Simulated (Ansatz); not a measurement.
C₂H₄FNSi, SMILES `N#C[SiH2]CF`, 9 atoms. Total charge 0; spin multiplicity 1. All runs use 2 threads of an Arm Neoverse V2 on a shared host. Correlated methods freeze the cores.

Q: Give the basis size and wall time and peak host memory of each of these runs in Ansatz. RKS BLYP-D4/def2-TZVPP energy; RKS PBE0-D4/def2-TZVPP energy; RKS ωB97M-V/def2-QZVPP energy; RKS PBE0-D4/def2-TZVP relaxation (6 steps); RKS ωB97M-V/def2-SVP energy; RKS PBE0-D4/def2-QZVPP energy; RKS HSE06 (plane-wave form)-D4/def2-TZVPP energy; RHF-MP2/def2-QZVPP energy; RKS PBE0-D4/def2-SVP energy; direct RPA on PBE orbitals/def2-TZVPP energy; RHF-CCSD(T)/def2-TZVPP energy; RHF-CCSD(T)/def2-SVP energy. (Best estimate.)

A: The calculation gave: Other jobs shared the machine, so times are rough.

```
                                    level                   job  functions  wall time  peak host memory (GiB)
                     RKS PBE0-D4/def2-SVP                energy         94      1.2 s                    0.17
                   RKS BLYP-D4/def2-TZVPP                energy        222      2.6 s                    0.24
                   RKS PBE0-D4/def2-TZVPP                energy        222      3.9 s                    0.44
RKS HSE06 (plane-wave form)-D4/def2-TZVPP                energy        222      4.3 s                    0.47
                     RKS ωB97M-V/def2-SVP                energy         94      5.5 s                    0.26
                     RHF-CCSD(T)/def2-SVP                energy         94      5.5 s                    0.35
    direct RPA on PBE orbitals/def2-TZVPP                energy        222      6.5 s                    0.44
                   RKS PBE0-D4/def2-QZVPP                energy        418       11 s                     1.1
                   RKS ωB97M-V/def2-QZVPP                energy        418       24 s                     1.4
                       RHF-MP2/def2-QZVPP                energy        418       26 s                       2
                    RKS PBE0-D4/def2-TZVP  relaxation (6 steps)        185       32 s                     0.4
                   RHF-CCSD(T)/def2-TZVPP                energy        222    2.5 min                     3.6
```
